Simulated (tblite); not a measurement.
Species: C₂H₅BrOSi.
Geometry (GFN2-xTB, Å), atoms numbered from 1 in this order:
```xyz
10
C2H5BrOSi angstrom
Si     1.6180   -0.3504   -0.0486
O      0.1010   -0.9718    0.0313
C     -1.1425   -0.5211    0.0633
C     -1.5945    0.7260    0.0279
Br    -0.4983    2.2588   -0.0827
H      2.3249   -1.6224   -0.0226
H      1.8213    0.3813   -1.2954
H      1.8994    0.4771    1.1202
H     -1.8750   -1.3231    0.1274
H     -2.6454    0.9501    0.0566
```

Method: GFN2-xTB as coded in tblite; computed harmonic values from a numerical Hessian at the method's own geometry, unscaled. Errors from tens to a few hundred cm⁻¹ against measured bands are possible. Modes of hydrogen on silicon can be 10 to 20 % off. One conformer, not necessarily the lowest.

Harmonic wavenumbers (cm⁻¹): 78.2, 112.4, 210.4, 214.7, 398.1, 544.9, 599.4, 621.9, 686.4, 725.3, 753.6, 784.9, 792.2, 826.8, 840.6, 1124.8, 1259.3, 1295.7, 1670.9, 2281.1, 2293.0, 2337.7, 2988.2, 3122.5.

A = 4474, B = 1523, C = 1152 MHz; mass 151.929 u (most abundant isotopes); point group Cs, symmetry number 1.

Problem. Zero-point energy?

Solution. Half the sum of the wavenumbers: 13282 cm⁻¹ = 158.88 kJ/mol.

Problem. Entropy at 200 K, 1 bar (ideal gas, RRHO, classical rotation)?

Solution. Translation 163.21, rotation 112.62, vibration 40.08: S = 315.9 J/(mol K).

Problem. And Cp and H(200 K) − H(0)?

Solution. Cp = 81.52 J/(mol K), of which vibrations give 48.27 (their classical limit is 24 R = 199.5); H(200 K) − H(0) = 11.25 kJ/mol without the zero-point energy, 4.60 from vibrations.

Problem. What must be added to the electronic energy to get the Gibbs energy at 200 K and 1 bar?

Solution. ZPE + [H(200 K) − H(0)] − T·S = 158.88 + 11.25 − 63.18 = 106.95 kJ/mol.

Problem. How do the functions run with temperature in this model?

Solution. 
```json
{"T (K)": "50", "S (J/(mol K))": "234.5", "Cp (J/(mol K))": "43.9", "H − H(0) (kJ/mol)": "1.84", "G − H(0) (kJ/mol)": "-9.89", "ln q(vib)": "0.16"}
{"T (K)": "100", "S (J/(mol K))": "269.3", "Cp (J/(mol K))": "56.9", "H − H(0) (kJ/mol)": "4.38", "G − H(0) (kJ/mol)": "-22.55", "ln q(vib)": "0.71"}
{"T (K)": "298.15", "S (J/(mol K))": "353.4", "Cp (J/(mol K))": "107.4", "H − H(0) (kJ/mol)": "20.55", "G − H(0) (kJ/mol)": "-84.81", "ln q(vib)": "3.44"}
{"T (K)": "373.15", "S (J/(mol K))": "379.3", "Cp (J/(mol K))": "123.9", "H − H(0) (kJ/mol)": "29.24", "G − H(0) (kJ/mol)": "-112.30", "ln q(vib)": "4.53"}
{"T (K)": "500", "S (J/(mol K))": "418.7", "Cp (J/(mol K))": "145.2", "H − H(0) (kJ/mol)": "46.39", "G − H(0) (kJ/mol)": "-162.97", "ln q(vib)": "6.36"}
{"T (K)": "750", "S (J/(mol K))": "483.3", "Cp (J/(mol K))": "172.7", "H − H(0) (kJ/mol)": "86.41", "G − H(0) (kJ/mol)": "-276.03", "ln q(vib)": "9.80"}
{"T (K)": "1000", "S (J/(mol K))": "535.5", "Cp (J/(mol K))": "189.9", "H − H(0) (kJ/mol)": "131.88", "G − H(0) (kJ/mol)": "-403.58", "ln q(vib)": "12.93"}
```

q(vib) and H(0) count from the zero-point level.

Hindered rotation and anharmonicity are outside this model. Other conformers, if any are populated, would add a mixing term that is left out.
